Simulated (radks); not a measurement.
Q: The mean radii <r> (bohr) of the occupied orbitals of an atom or ion are listed with their occupations. Calculated with a radial shooting solver on a logarithmic mesh with Libxc functionals: Dirac Kohn-Sham, Wu-Cohen GGA, spin-unpolarised, spherical densities, finite nucleus; Fermi nuclear charge, rms radius of each element as measured or else 0.836 A^(1/3) + 0.57 fm.

| orbital | occ. | <r> |
|---|---|---|
| 1s1/2 | 2 | 0.02037 |
| 2s1/2 | 2 | 0.08591 |
| 2p1/2 | 2 | 0.07147 |
| 2p3/2 | 4 | 0.07875 |
| 3s1/2 | 2 | 0.2250 |
| 3p1/2 | 2 | 0.2147 |
| 3p3/2 | 4 | 0.2284 |
| 3d3/2 | 4 | 0.2013 |
| 3d5/2 | 6 | 0.2056 |
| 4s1/2 | 2 | 0.5071 |
| 4p1/2 | 2 | 0.5158 |
| 4p3/2 | 4 | 0.5468 |
| 4d3/2 | 4 | 0.5735 |
| 4d5/2 | 6 | 0.5843 |
| 5s1/2 | 2 | 1.204 |
| 5p1/2 | 2 | 1.323 |
| 5p3/2 | 4 | 1.408 |
| 4f5/2 | 6 | 0.7231 |
| 4f7/2 | 4 | 0.7329 |

Name the element and its charge. Open shells, if any, fill j = l - 1/2 first.

A: Z = 68, erbium, charge +4: Er4+ in [Xe] 4f10. The 1s radius gives Z: for a bare nucleus <r> = (2 gamma + 1)/(2Z) with gamma = sqrt(1 - (Z/c)^2), 0.02012 bohr for Z = 68, and screening makes it slightly larger (0.02037 here). The occupations add up to 64, and the charge is Z minus that.
